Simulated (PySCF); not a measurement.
Job file and geometry (Å, from GFN2-xTB) of an NMR shielding run on `InChI=1S/C8H12N2/c1-10-8-5-3-4(6(5)8)7(3,8)2-9/h3-6,10H,2,9H2,1H3/t3-,4+,5-,6+,7+,8+`, GIAO PBE0/pcSseg-1 NMR shielding, non-relativistic, gas phase (PySCF 2.14.0, density-fitted response routines); density fitting, a coarse starting grid and PySCF grid level 2 are the driver's defaults:

```
$ OMP_NUM_THREADS=1 python probes_run.py task.json out

{"job": {"kind": "nmr", "xc": "PBE0", "basis": "pcSseg-1"}, "charge": 0, "multiplicity": 1}
C      2.020281    -0.861472     1.246486
N      0.926490     0.065485     1.500337
C      0.357738     0.610488     0.333610
C     -0.290023     1.941584     0.077213
C     -1.258429     1.285700    -0.923069
C     -0.089001     0.848071    -1.769484
C      0.882578     1.510261    -0.777218
C     -0.612707    -0.058346    -0.682608
C     -1.198293    -1.438896    -0.693082
N     -1.856110    -1.797037     0.556155
H      2.871700    -0.399420     0.729505
H      1.643908    -1.675540     0.628636
H      2.360288    -1.269767     2.196536
H      1.222841     0.805887     2.129467
H     -0.402069     2.798069     0.717451
H     -2.266635     1.532612    -1.203420
H     -0.019316     0.685246    -2.829462
H      1.836422     1.984266    -0.922937
H     -0.411997    -2.180462    -0.874739
H     -1.931261    -1.518880    -1.503003
H     -2.607121    -1.139737     0.744844
H     -1.189697    -1.708726     1.317931
```

Q: Write the output of this run.

A: 
```
coarse grid: 18256 points
cycle   1  E = -420.7333822352  dE =  2.041e+00  |g| = 4.706e-01  |ddm| = 4.487e+00
cycle   2  E = -420.7279567230  dE =  5.426e-03  |g| = 5.261e-01  |ddm| = 1.322e+00
cycle   3  E = -420.7910619863  dE = -6.311e-02  |g| = 4.734e-02  |ddm| = 6.853e-01
cycle   4  E = -420.7914127753  dE = -3.508e-04  |g| = 2.026e-02  |ddm| = 7.132e-02
cycle   5  E = -420.7914925900  dE = -7.981e-05  |g| = 7.239e-03  |ddm| = 2.498e-02
cycle   6  E = -420.7915036214  dE = -1.103e-05  |g| = 1.290e-03  |ddm| = 7.904e-03
cycle   7  E = -420.7915039696  dE = -3.482e-07  |g| = 3.884e-04  |ddm| = 1.664e-03
final grid: 176112 points
cycle   8  E = -420.8474461975  dE = -7.275e-05  |g| = 1.022e-02  |ddm| = 1.012e-01
cycle   9  E = -420.8474365568  dE =  9.641e-06  |g| = 1.225e-02  |ddm| = 3.233e-02
cycle  10  E = -420.8474720103  dE = -3.545e-05  |g| = 9.984e-04  |ddm| = 1.565e-02
cycle  11  E = -420.8474722145  dE = -2.043e-07  |g| = 3.085e-04  |ddm| = 1.343e-03
cycle  12  E = -420.8474722351  dE = -2.057e-08  |g| = 8.421e-05  |ddm| = 4.412e-04
cycle  13  E = -420.8474722365  dE = -1.415e-09  |g| = 2.942e-05  |ddm| = 1.126e-04
cycle  14  E = -420.8474722367  dE = -1.911e-10  |g| = 4.427e-06  |ddm| = 4.178e-05
converged SCF energy = -420.8474722367

GIAO shielding tensors (ppm)
atom      isotropic    diamagn.    paramagn.     s11        s22        s33       span
  0 C      148.022     244.143     -96.120    122.412    137.408    184.248     61.836
  1 N      220.807     316.211     -95.405    180.569    207.567    274.284     93.716
  2 C      125.172     233.313    -108.141     88.430    103.566    183.518     95.088
  3 C      154.914     249.366     -94.453    124.635    135.478    204.627     79.992
  4 C      156.461     249.523     -93.063    125.437    134.543    209.403     83.966
  5 C      157.512     248.272     -90.759    126.885    140.668    204.984     78.099
  6 C      155.350     250.612     -95.262    118.055    133.152    214.843     96.788
  7 C      135.464     244.666    -109.202     88.839    119.343    198.208    109.369
  8 C      139.158     235.186     -96.028    115.366    143.727    158.380     43.014
  9 N      225.850     317.695     -91.845    201.248    232.954    243.347     42.099
 10 H       29.094      28.676       0.417     24.823     26.982     35.476     10.653
 11 H       28.784      29.623      -0.839     24.545     28.545     33.263      8.717
 12 H       28.882      27.553       1.329     24.240     26.404     36.002     11.762
 13 H       31.749      31.953      -0.204     21.713     30.987     42.547     20.834
 14 H       29.723      34.335      -4.613     25.921     26.510     36.737     10.816
 15 H       29.643      34.711      -5.067     25.456     26.223     37.251     11.795
 16 H       29.849      34.053      -4.204     25.694     26.310     37.544     11.850
 17 H       29.333      34.254      -4.921     25.039     26.794     36.167     11.128
 18 H       27.758      26.976       0.782     22.593     28.122     32.558      9.966
 19 H       29.557      27.438       2.119     23.817     28.830     36.023     12.207
 20 H       30.883      31.736      -0.853     25.131     28.302     39.217     14.087
 21 H       29.958      32.224      -2.266     23.098     29.329     37.447     14.350
```

Size and cost of the density-fitted run: 230 basis functions, 58 s wall time on 1 thread of an Arm Neoverse V1, shared host; peak memory 1.1 GiB.
